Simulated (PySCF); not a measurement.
Input of a run (PBE0-D3(BJ)/def2-SVP geometry optimisation, gas phase (PySCF 2.14.0)), started from GFN2-xTB:
```
{"job": {"xc": "PBE0", "basis": "def2-SVP", "d3": "d3bj", "grid": 1, "kind": "geom"}, "charge": 0, "multiplicity": 1}
C     -1.586154    -0.270062     1.357782
C     -0.739521    -0.142000     0.081884
C     -1.040186    -1.357475    -0.820930
C     -1.156233     1.131119    -0.664614
B      0.817444    -0.199535     0.406461
O      1.635647     0.640603    -0.294405
C      2.945617     0.660740    -0.174800
F      3.364185     1.018541     1.049062
F      3.526197    -0.522560    -0.430072
F      3.479590     1.534537    -1.028261
H     -1.392096     0.561580     2.030533
H     -1.356579    -1.194121     1.881574
H     -2.645112    -0.268351     1.107235
H     -2.105032    -1.395048    -1.041145
H     -0.755681    -2.285025    -0.330412
H     -0.495810    -1.282522    -1.758881
H     -0.578158     1.245734    -1.577193
H     -0.990367     2.008523    -0.044753
H     -2.212327     1.087495    -0.924715
H      1.279428    -0.961496     1.172614
```

Output (energies in Eh, forces in Eh/bohr):
```
step   0  E = -595.15581464  max force = 0.048312
step   1  E = -595.16003162  max force = 0.019391
step   2  E = -595.16034167  max force = 0.007533
step   3  E = -595.16057645  max force = 0.003034
step   4  E = -595.16057902  max force = 0.000959
step   5  E = -595.16058730  max force = 0.000304
optimisation converged
```

**Question.** Summarise the run.

**Answer.** The energy falls by 3.0 kcal/mol over 6 energy and gradient evaluations, the largest force component goes from 0.0483 to 3.0e-04 Eh/bohr, and the atoms move by 0.090 Å rms after alignment. Among the bonds, O6–C7 and B5–H20 change most and about equally (+0.034 Å). Bonds longer at the end by more than 0.005 Å: 12 of 19; shorter: 5. Among the angles that change most is C3–C2–B5, from 106.3° to 103.6°. The energy never rose by more than 1e-6 Eh on the way. The first step brought 88 % of the lowering.

**Question.** What are the final bond lengths?

**Answer.** C1–C2 1.532 Å, C2–C3 1.542 Å, C2–C4 1.528 Å, C2–B5 1.568 Å, B5–O6 1.377 Å, O6–C7 1.350 Å, C7–F8 1.330 Å, C7–F9 1.330 Å, C7–F10 1.321 Å, C1–H11 1.102 Å, C1–H12 1.101 Å, C1–H13 1.103 Å, C3–H14 1.104 Å, C3–H15 1.102 Å, C3–H16 1.102 Å, C4–H17 1.100 Å, C4–H18 1.101 Å, C4–H19 1.103 Å, B5–H20 1.209 Å. Numbering counts from 1 in the input's order; the species is `CC(C)(C)BOC(F)(F)F`.

The run used 190 basis functions and 41 SCF cycles in all.

Stationary, but not proved a minimum. One conformer, not necessarily the lowest.

The values belong to the conformer `[CH3:1][C:2]([CH3:3])([CH3:4])[BH:5][O:6][C:7]([F:8])([F:9])[F:10]`: C1–C2–B5–O6 -141°, C2–B5–O6–C7 -176°, B5–O6–C7–F8 -56°.
